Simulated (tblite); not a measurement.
A geometry optimisation, step by step.

Compound: C₆H₉F.
SMILES with atom numbers: `[F:1][C@H:2]1[CH2:3][CH:4]=[CH:5][CH2:6][CH2:7]1` (hydrogens: H8 on C2; H9, H10 on C3; H11 on C4; H12 on C5; H13, H14 on C6; H15, H16 on C7)

Computed with GFN2-xTB (tblite), gas phase: L-BFGS steps from a force-field or distance-geometry start until the largest atomic force falls under 0.01 eV/Å. 6 of its 138 geometries are shown.

Step 0: E = -602.5463 eV, largest atomic force 2.353 eV/Å
```
atom  x, y, z in Å  |  force x, y, z in eV/Å
F1     -0.188    2.524    0.089   -0.224   0.699   0.052
C2     -0.046    1.233   -0.326    1.405   0.010  -0.180
C3      1.211    0.642    0.363   -0.335  -0.121  -0.532
C4      1.384   -0.683   -0.327   -1.272  -0.444   1.024
C5      0.299   -1.478   -0.300    1.942   0.235  -0.505
C6     -0.938   -0.989    0.339   -0.946  -1.758   1.245
C7     -1.268    0.437    0.002   -1.572   0.826  -0.100
H8      0.176    1.263   -1.410   -0.235   0.156   0.194
H9      2.052    1.307    0.187    0.076   0.046   0.196
H10     0.991    0.542    1.440    0.282  -0.004  -0.397
H11     2.310   -0.972   -0.769    0.308   0.013  -0.156
H12     0.382   -2.453   -0.783   -0.454   0.283   0.282
H13    -0.902   -1.074    1.473    0.298  -0.108  -1.080
H14    -1.744   -1.690    0.022    0.156   0.589   0.285
H15    -1.774    0.966    0.869    0.338  -0.665  -0.970
H16    -1.951    0.433   -0.880    0.231   0.244   0.644
```

Step 27: E = -602.8199 eV, largest atomic force 0.064 eV/Å
```
atom  x, y, z in Å  |  force x, y, z in eV/Å
F1     -0.217    2.546    0.204    0.002  -0.030  -0.018
C2     -0.034    1.271   -0.310   -0.033  -0.018  -0.006
C3      1.228    0.657    0.300   -0.026   0.023  -0.004
C4      1.381   -0.720   -0.267   -0.006   0.028   0.041
C5      0.316   -1.506   -0.295    0.033  -0.012  -0.009
C6     -0.965   -1.033    0.320    0.029  -0.032   0.005
C7     -1.285    0.432   -0.029   -0.009  -0.019   0.005
H8      0.112    1.408   -1.390    0.008   0.027   0.029
H9      2.086    1.292    0.087    0.020  -0.020  -0.026
H10     1.096    0.618    1.386    0.003  -0.023   0.006
H11     2.344   -1.018   -0.652   -0.058   0.006  -0.026
H12     0.345   -2.502   -0.712    0.015  -0.001   0.021
H13    -0.859   -1.118    1.406    0.009  -0.006   0.020
H14    -1.794   -1.678    0.027   -0.010   0.048  -0.020
H15    -1.813    0.892    0.808   -0.012   0.014  -0.015
H16    -1.949    0.466   -0.894    0.036   0.016  -0.003
```

Step 55: E = -602.8308 eV, largest atomic force 0.183 eV/Å
```
atom  x, y, z in Å  |  force x, y, z in eV/Å
F1     -0.246    2.464    0.488   -0.020   0.068   0.138
C2     -0.044    1.308   -0.247    0.003  -0.048   0.008
C3      1.238    0.634    0.253   -0.047   0.045   0.016
C4      1.356   -0.741   -0.324    0.037   0.108   0.022
C5      0.300   -1.535   -0.258    0.014  -0.001   0.020
C6     -0.942   -1.005    0.383   -0.045  -0.035   0.008
C7     -1.278    0.405   -0.126    0.065  -0.004  -0.025
H8      0.088    1.664   -1.271    0.027  -0.048  -0.175
H9      2.101    1.258    0.022   -0.012  -0.020  -0.011
H10     1.143    0.566    1.342    0.075  -0.005   0.033
H11     2.293   -1.037   -0.766    0.006  -0.025  -0.010
H12     0.310   -2.549   -0.628   -0.029   0.028  -0.034
H13    -0.793   -0.962    1.465    0.056   0.006   0.068
H14    -1.783   -1.667    0.197   -0.130  -0.062  -0.015
H15    -1.984    0.882    0.553   -0.014   0.009   0.056
H16    -1.767    0.325   -1.095    0.012  -0.017  -0.100
```

Step 82: E = -602.8465 eV, largest atomic force 0.024 eV/Å
```
atom  x, y, z in Å  |  force x, y, z in eV/Å
F1     -0.317    2.251    0.877   -0.005  -0.007  -0.002
C2     -0.071    1.334   -0.138   -0.001  -0.007   0.003
C3      1.270    0.646    0.166   -0.002  -0.005  -0.001
C4      1.322   -0.760   -0.343   -0.006   0.001   0.000
C5      0.272   -1.551   -0.185    0.009   0.001   0.012
C6     -0.964   -0.979    0.433   -0.005   0.005  -0.009
C7     -1.254    0.369   -0.236   -0.021   0.012  -0.003
H8     -0.002    1.940   -1.050    0.013  -0.004   0.004
H9      2.093    1.242   -0.227   -0.003  -0.006   0.009
H10     1.365    0.625    1.258    0.009   0.005  -0.016
H11     2.239   -1.100   -0.798   -0.004   0.005   0.001
H12     0.267   -2.578   -0.515    0.003   0.005   0.001
H13    -0.808   -0.822    1.505    0.005   0.003  -0.015
H14    -1.817   -1.646    0.309    0.002  -0.001   0.002
H15    -2.123    0.844    0.223    0.004  -0.004  -0.004
H16    -1.480    0.193   -1.290    0.003  -0.001   0.019
```

Step 110: E = -602.8631 eV, largest atomic force 0.140 eV/Å
```
atom  x, y, z in Å  |  force x, y, z in eV/Å
F1     -0.352    1.843    1.276    0.075   0.057   0.059
C2     -0.100    1.337    0.009    0.053  -0.094   0.030
C3      1.301    0.695   -0.003    0.071  -0.016   0.015
C4      1.304   -0.777   -0.296    0.106   0.015   0.044
C5      0.264   -1.555   -0.057   -0.048  -0.032   0.011
C6     -1.029   -0.959    0.399   -0.027  -0.041   0.005
C7     -1.225    0.369   -0.327   -0.011  -0.020  -0.006
H8     -0.142    2.209   -0.657    0.047   0.012   0.012
H9      1.961    1.220   -0.702   -0.112  -0.051   0.003
H10     1.736    0.830    0.997   -0.084   0.044  -0.103
H11     2.232   -1.199   -0.654    0.042   0.101   0.016
H12     0.312   -2.622   -0.220   -0.025   0.029  -0.009
H13    -1.007   -0.769    1.475    0.004  -0.052   0.022
H14    -1.858   -1.634    0.187   -0.042  -0.001   0.024
H15    -2.171    0.825   -0.039   -0.059   0.049   0.014
H16    -1.235    0.196   -1.400    0.010   0.001  -0.138
```

Step 137: E = -602.9487 eV, largest atomic force 0.008 eV/Å
```
atom  x, y, z in Å  |  force x, y, z in eV/Å
F1     -0.159    1.376    1.561    0.000   0.001   0.003
C2     -0.078    1.299    0.180   -0.001  -0.005  -0.004
C3      1.286    0.738   -0.214    0.001   0.000   0.002
C4      1.345   -0.756   -0.113    0.000   0.007   0.000
C5      0.288   -1.523    0.091    0.002   0.003   0.001
C6     -1.099   -0.983    0.246    0.000   0.004   0.000
C7     -1.214    0.424   -0.337   -0.002   0.002  -0.001
H8     -0.186    2.335   -0.171    0.005   0.003  -0.002
H9      1.516    1.047   -1.238   -0.001   0.001  -0.001
H10     2.047    1.177    0.438    0.001   0.002  -0.001
H11     2.330   -1.188   -0.218    0.000  -0.003   0.001
H12     0.397   -2.594    0.179   -0.002  -0.007  -0.003
H13    -1.348   -0.953    1.312    0.000  -0.005   0.006
H14    -1.817   -1.647   -0.239   -0.002  -0.002   0.000
H15    -2.172    0.869   -0.064   -0.003  -0.003  -0.005
H16    -1.143    0.388   -1.425    0.001   0.003   0.004
```

**Question.** Summarise the path.

**Answer.** The energy falls by 9.28 kcal/mol from step 0 to step 137; nine tenths of that is first reached at step 118. It rises by more than 0.2 meV at steps 56, 92, 96, 108 and 111. The largest force goes from 2.353 to 0.008 eV/Å. Among the bonds C7–H15 changes most (a near tie, within 0.001 Å, with another), from 1.135 to 1.091 Å; the atoms move by 0.991 Å rms after alignment.

**Question.** Follow the three bonds and two angles with the largest change from start to end.

**Answer.** 
```
step  E above end (kcal/mol)  largest force (eV/Å)  C7–H15 (Å)  C6–H13 (Å)  C2–C7 (Å)  C2–C3–C4 (°)  C3–C4–C5 (°)
   0                    9.28                 2.353       1.135       1.137      1.495         103.0         114.7
   6                    3.56                 0.136       1.089       1.096      1.528         105.6         117.0
  12                    3.26                 0.100       1.092       1.095      1.532         105.6         117.7
  18                    3.11                 0.092       1.092       1.094      1.531         106.6         118.3
  24                    3.01                 0.055       1.091       1.096      1.530         107.5         118.1
  30                    2.94                 0.053       1.092       1.094      1.533         107.7         118.5
  36                    2.91                 0.019       1.092       1.095      1.532         108.0         118.7
  42                    2.90                 0.021       1.091       1.095      1.532         108.1         118.8
  48                    2.87                 0.074       1.091       1.095      1.534         108.3         118.5
  54                    2.73                 0.098       1.093       1.095      1.535         110.4         118.1
  60                    2.55                 0.063       1.092       1.095      1.535         110.5         117.9
  66                    2.41                 0.055       1.091       1.094      1.533         111.2         118.9
  71                    2.39                 0.029       1.092       1.094      1.533         111.5         119.0
  77                    2.37                 0.024       1.091       1.094      1.532         112.1         119.2
  83                    2.35                 0.016       1.091       1.094      1.530         112.7         119.6
  89                    2.35                 0.124       1.093       1.094      1.528         113.6         120.7
  95                    2.31                 0.048       1.091       1.094      1.527         113.8         121.0
 101                    2.30                 0.083       1.091       1.094      1.527         113.9         121.1
 107                    2.13                 0.127       1.090       1.094      1.525         114.3         122.2
 113                    1.81                 0.208       1.089       1.094      1.522         114.3         123.1
 119                    0.74                 0.152       1.090       1.096      1.523         113.6         123.7
 125                    0.13                 0.140       1.092       1.095      1.523         112.8         123.9
 131                    0.01                 0.039       1.091       1.095      1.524         112.5         123.7
 137                    0.00                 0.008       1.091       1.095      1.524         112.6         123.9
```

What follows is the cost of the whole relaxation. Time: 1.1 s wall. Hardware: one thread of an Arm Neoverse N1, no GPU, shared host with 64 logical CPUs at a one-minute load of 56.
